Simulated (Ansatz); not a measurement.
`BOB[SiH2][AlH2]` + H₂ → `BOB[SiH3]` + `[AlH3]` at 700 K and 1 bar (hydrogenolysis of the Si–Al bond).

Gas-phase electronic energies from Ansatz, PBE0-D4/def2-TZVP geometries. CBS: MP2 limit from def2 TZ/QZ plus the TZ coupled-cluster correction, frozen cores. This one scheme is used for every species. One conformer a species, not always the lowest.

| species | CCSD(T)/CBS energy (Eh) | H − E (kJ/mol) | S (J/(mol·K)) |
| --- | --- | --- | --- |
| `BOB[SiH2][AlH2]` | -660.09328 | 278.9 | 554.7 |
| H₂ | -1.17544 | 46.8 | 155.3 |
| `BOB[SiH3]` | -417.48760 | 239.4 | 450.0 |
| `[AlH3]` | -243.78045 | 80.2 | 251.4 |

H − E and S are ideal-gas, rigid-rotor, harmonic terms from PBE0-D4/def2-TZVP, for one conformer and one mirror image of each species. The MP2-based limit puts H₂ 0.8 mEh under its directly extrapolated value; such offsets cancel only in part. 1 Eh = 2625.50 kJ/mol, R = 8.31446 J/(mol·K).

Q: By hand: ΔE, ΔH, ΔS and ΔG.

A: ΔE = (-417.48760) + (-243.78045) − (-660.09328) − (-1.17544) = 0.00067 Eh = 1.8 kJ/mol. Δ(H − E) = 239.4 + 80.2 − 278.9 − 46.8 = -6.1, so ΔH = -4.3 kJ/mol. ΔS = 450.0 + 251.4 − 554.7 − 155.3 = -8.6 J/(mol·K). ΔG = -4.3 − 700 × (-8.6)/1000 = 1.7 kJ/mol.

Q: By hand: the equilibrium constant, and the temperature at which ΔG would vanish if ΔH and ΔS stayed fixed.

A: log₁₀ K = −ΔG/(RT ln 10) = -0.1. ΔG = 0 at ΔH/ΔS = 500 K, though so small a ΔH makes that figure unsure.

TΔS isn't small against ΔH here. The sign of ΔG lies within the doubt. A doubt of 5 kJ/mol in ΔE shifts log₁₀ K by 0.4 here. Other conformers and mirror images would add mixing entropy, several J/(mol·K) or more a flexible species. Modes under 60 cm⁻¹, often nearly free rotors, make the harmonic entropy too high. These are equilibria of isolated gas molecules and say nothing of rates. Largest T1 diagnostic: 0.017 (customary marks: 0.02 for closed shells, 0.045 for open ones).
